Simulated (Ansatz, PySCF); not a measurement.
## Sm(NO2)2 in two programs

Sm(NO2)2 (singlet in the valence; each metal's 4f electrons, 6 of them, lie in its core potential, out of spins and levels), relaxed with PySCF 2.14.0, RKS PBE0, Sm lcecp-0-SVP with ECP52, O def2-SVP, N def2-SVP; non-relativistic Hamiltonian with scalar-relativistic core potentials where named; density fitting; no spin-orbit coupling:

```xyz
7

Sm    0.0000    0.0000    0.0000
O     0.7442    0.7442    2.2810
O    -0.7442   -0.7442    2.2810
N     0.0000    0.0000    2.9598
O     0.7442   -0.7442   -2.2810
O    -0.7442    0.7442   -2.2810
N     0.0000    0.0000   -2.9598
```

There the HOMO–LUMO gap is 5.08 eV. The 4f levels lie in the core potential and are missing.

The same geometry by Ansatz 0.2.0 (PBE, PAW with the 4f shell of lanthanides and the 5f shell of actinides in the valence, a periodic box with 9 Å of vacuum; gaps over both spins; site moments in spheres, but by Gaussian weights under spin-orbit coupling, so that the two can't be compared; unpaired electrons at the start: 6, along z under spin-orbit coupling; the open shells may stand above their lowest state):

| spin-orbit coupling | U on f (eV) | gap (eV) | spin moment on Sm1 (μB) | orbital moment of its f shell (μB) | largest force component (eV/Å) |
| --- | --- | --- | --- | --- | --- |
| without | 0 | 0.15 | 5.70 | – | 1.65 |
| without | 5 | 2.58 | 5.75 | – | 1.41 |

(1) What does the run with spin-orbit coupling and with U = 5 eV give?

Semilocal functionals tend to give orbital moments well under those of Hund's rules.

Without U the plane-wave gap ends on 4f levels, which the Gaussian run lacks; U moves filled and empty 4f levels apart, though the lowest empty ones can remain 4f.

The spin-orbit runs use fully relativistic datasets of their own, so changes of a few hundredths of an eV needn't come from the coupling.

An lcecp potential fixes the number of 4f electrons, so in runs with it no electron can move into or out of that shell.

Results:

(1) gap (eV): 2.56, spin moment on Sm1 (μB): 5.53, orbital moment of its f shell (μB): 0.57, largest force component (eV/Å): 1.42. It took 6.5 min on 2 threads of Arm Neoverse V1, with other jobs on the host, peak memory 2.8 GiB.
